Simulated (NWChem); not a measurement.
System: BNH₂Cl₂; SMILES NB(Cl)Cl

The following NWChem deck was run.

```
start job
memory heap 200 mb stack 900 mb global 1100 mb
geometry units angstroms noautosym nocenter noautoz
  B      0.000000     0.000000    -0.333253
  Cl     1.535415     0.000000     0.559285
  Cl    -1.535415     0.000000     0.559285
  N      0.000000     0.000000    -1.730568
  H     -0.861000     0.000000    -2.276915
  H      0.861000     0.000000    -2.276915
end
basis spherical
  B library cc-pvtz
  Cl library cc-pvtz
  N library cc-pvtz
  H library cc-pvtz
end
dft
  xc pbe0
  iterations 150
end
property
  efieldgrad
end
task dft property
```

Geometry: optimised at PBE-D3(BJ)/def2-SVP.

Vzz is the largest principal value of the second derivative of the potential at the nucleus (NWChem prints the opposite sign); η is the asymmetry. Non-relativistic.

Atoms are numbered as in the input.

Problem. Predict the main results of this run. (PBE0/cc-pVTZ.) Quantities: Vzz B1 (a.u.); η B1; Vzz Cl3 (a.u.); η Cl3; Vzz N4 (a.u.); η N4.

Solution. 
```
Item             Value
--------------  ------
Vzz B1 (a.u.)    0.237
η B1              0.83
Vzz Cl3 (a.u.)   2.187
η Cl3             0.30
Vzz N4 (a.u.)   -0.652
η N4              0.44
```
